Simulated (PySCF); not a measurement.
Partial charges of `F[Si@H]1CC[SiH2]O1`

Compound: C2H7FOSi2.
Geometry (PBE0-D3(BJ)/def2-SVP, Å), atoms numbered from 1 in this order:
```xyz
13
C2H7FOSi2 angstrom
F      1.5493   -1.2099    1.8385
Si     1.2852   -0.9195    0.2630
C     -0.5371   -1.0965   -0.1528
C     -1.1894    0.2814    0.1072
Si     0.1186    1.5941   -0.3040
O      1.5228    0.6966   -0.0434
H      2.2495   -1.7587   -0.4862
H     -0.6029   -1.3562   -1.2250
H     -1.0356   -1.9113    0.3957
H     -2.1289    0.4110   -0.4529
H     -1.4428    0.3834    1.1759
H      0.0719    2.0424   -1.7277
H      0.0881    2.7833    0.5929
```

Density: PBE0/pcSseg-1 (PySCF); schemes: Mulliken, IAO, Hirshfeld and ESP-fitted. Geometry: PBE0-D3(BJ)/def2-SVP, one conformer, isolated molecule.

Question: Tabulate the Mulliken, IAO, Hirshfeld and ESP-fitted charges.

Answer: In e:

```csv
atom,environment,Mulliken,IAO,Hirshfeld,ESP-fitted
F1,silicon-bound fluorine,-0.423,-0.532,-0.211,-0.303
Si2,fluorine-bound silicon,+1.167,+1.366,+0.487,+0.752
C3,sp3 carbon bound to silicon,-0.581,-0.581,-0.163,-0.296
C4,sp3 carbon bound to silicon,-0.563,-0.553,-0.158,-0.196
Si5,oxygen-bound silicon,+0.849,+0.975,+0.409,+0.549
O6,siloxane oxygen,-0.744,-0.868,-0.317,-0.486
H7,Si–H hydrogen,-0.127,-0.148,-0.069,-0.120
H8,methylene hydrogen,+0.154,+0.151,+0.044,+0.088
H9,methylene hydrogen,+0.164,+0.158,+0.046,+0.089
H10,methylene hydrogen,+0.157,+0.152,+0.043,+0.061
H11,methylene hydrogen,+0.160,+0.152,+0.044,+0.082
H12,Si–H hydrogen,-0.108,-0.142,-0.081,-0.115
H13,Si–H hydrogen,-0.104,-0.130,-0.074,-0.105
```

Mean size of the charges over all atoms: IAO 0.454 e, Mulliken 0.408 e, ESP-fitted 0.249 e, Hirshfeld 0.165 e. Each set sums to the total charge, 0, to within 0.001 e. The IAO scheme counts the electrons in orthogonalised intrinsic atomic orbitals, a minimal basis polarised so that it spans the occupied orbitals exactly. The ESP scheme fits charges at the nuclei, held to the total charge, to the electrostatic potential on points at 1.4 to 2.0 times the van der Waals radii.

Lowest charge. All schemes agree: Mulliken O6 (-0.744); IAO O6 (-0.868); Hirshfeld O6 (-0.317); ESP-fitted O6 (-0.486).

Highest charge. All schemes agree: Mulliken Si2 (+1.167); IAO Si2 (+1.366); Hirshfeld Si2 (+0.487); ESP-fitted Si2 (+0.752).

Question: How many electrons does the ESP-fitted scheme count on C3?

Answer: Z − q = 6 − (-0.296) = 6.296.

Question: How closely do the schemes follow one another over all atoms?

Answer: Correlation coefficient and root-mean-square difference: Mulliken with IAO 1.00, 0.081 e; Hirshfeld with ESP-fitted 1.00, 0.110 e; IAO with ESP-fitted 0.99, 0.276 e; IAO with Hirshfeld 0.99, 0.381 e; Mulliken with ESP-fitted 0.99, 0.212 e; Mulliken with Hirshfeld 0.98, 0.314 e.
